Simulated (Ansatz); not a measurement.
`FBC[SiH3]` + `NBF` → `FBN[SiH3]` + `CBF` at 700 K and 1 bar (ligand exchange at the Si–C bond).

Isolated molecules relaxed with PBE0-D4/def2-TZVP in Ansatz; ΔE leaves out vibrations. CCSD(T)/CBS is the MP2 limit (def2-TZVPP, def2-QZVPP) plus CCSD(T) − MP2 in def2-TZVPP, frozen cores. This one scheme is used for every species. Each species was taken in one conformer, which may not be the lowest.

| species | CCSD(T)/CBS energy (Eh) | H − E (kJ/mol) | S (J/(mol·K)) |
| --- | --- | --- | --- |
| `FBC[SiH3]` | -455.38583 | 247.8 | 431.3 |
| `NBF` | -181.19761 | 153.7 | 318.4 |
| `FBN[SiH3]` | -471.49367 | 218.0 | 416.5 |
| `CBF` | -165.10297 | 181.4 | 343.0 |

H − E and S are ideal-gas, rigid-rotor, harmonic terms from PBE0-D4/def2-TZVP, for one conformer and one mirror image of each species. 1 Eh = 2625.50 kJ/mol, R = 8.31446 J/(mol·K).

Problem. By hand: ΔE, ΔH, ΔS and ΔG.

Solution. ΔE = (-471.49367) + (-165.10297) − (-455.38583) − (-181.19761) = -0.01320 Eh = -34.7 kJ/mol. Δ(H − E) = 218.0 + 181.4 − 247.8 − 153.7 = -2.1, so ΔH = -36.8 kJ/mol. ΔS = 416.5 + 343.0 − 431.3 − 318.4 = 9.8 J/(mol·K). ΔG = -36.8 − 700 × (9.8)/1000 = -43.7 kJ/mol.

Problem. By hand: the equilibrium constant, and the temperature at which ΔG would vanish if ΔH and ΔS stayed fixed.

Solution. log₁₀ K = −ΔG/(RT ln 10) = 3.3. ΔH and −TΔS have one sign here, so there is no such temperature.

The number of gas molecules stays the same, so ΔS is small and ΔH decides. A doubt of 5 kJ/mol in ΔE shifts log₁₀ K by 0.4 here. Other conformers and mirror images would add mixing entropy, several J/(mol·K) or more a flexible species. These are equilibria of isolated gas molecules and say nothing of rates. Largest T1 diagnostic: 0.012 (customary marks: 0.02 for closed shells, 0.045 for open ones).

ΔS is within the doubt of such terms, so its sign, and with it that verdict, could turn.
